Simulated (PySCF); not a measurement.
An unknown gives this computed stick spectrum. Method used: TDDFT PBE0/def2-SVPD, vertical, gas phase, core orbitals frozen in the response in PySCF 2.14.0, density-fitted response routines. Geometries: GFN2-xTB, one conformer each.

```json
{"state": "S1", "E (eV)": "5.43", "λ (nm)": "228.5", "f": "0.0002"}
{"state": "S2", "E (eV)": "5.58", "λ (nm)": "222.3", "f": "0.436"}
{"state": "S3", "E (eV)": "5.93", "λ (nm)": "209.0", "f": "0.0028"}
{"state": "S4", "E (eV)": "6.18", "λ (nm)": "200.7", "f": "0.0020"}
{"state": "S5", "E (eV)": "6.23", "λ (nm)": "199.0", "f": "0.0030"}
{"state": "S6", "E (eV)": "6.85", "λ (nm)": "181.0", "f": "0.013"}
```

Question: Which structure fits? All have the formula C7H8O2.
A. `CCC1C(=O)C=CC1=O`
B. `C#C/C=C/CCOC=O`
C. `C#CC(=O)OC1CCC1`

Answer: B. Its S1, at 5.43 eV, is the highest among the candidates; the nearest of the others has S1 at 4.95 eV. S1 is HOMO-1→LUMO (97%). Löwdin shares by element: HOMO carbon 85% or more; LUMO carbon 79% or more (atoms not listed hold the other 21%). At the same level the other candidates give, for their lowest levels:
- `CCC1C(=O)C=CC1=O`: 2.91 eV (f 0.000); 3.60 eV (f 0.000); 5.14 eV (f 0.001); 5.77 eV (f 0.217); 5.85 eV (f 0.002); T1 2.49 eV; HOMO -7.46, LUMO -2.85 eV
- `C#CC(=O)OC1CCC1`: 4.95 eV (f 0.000); 5.81 eV (f 0.000); 6.14 eV (f 0.148); 6.38 eV (f 0.068); 6.62 eV (f 0.000); T1 4.50 eV; HOMO -8.31, LUMO -1.36 eV

Conformer computed: `[CH:1]#[C:2]/[CH:3]=[CH:4]/[CH2:5][CH2:6][O:7][CH:8]=[O:9]`: C3–C4–C5–C6 -121°, C4–C5–C6–O7 -65°, C5–C6–O7–C8 -84°, C6–O7–C8–O9 -1°.
Triplets come from the Tamm–Dancoff approximation.
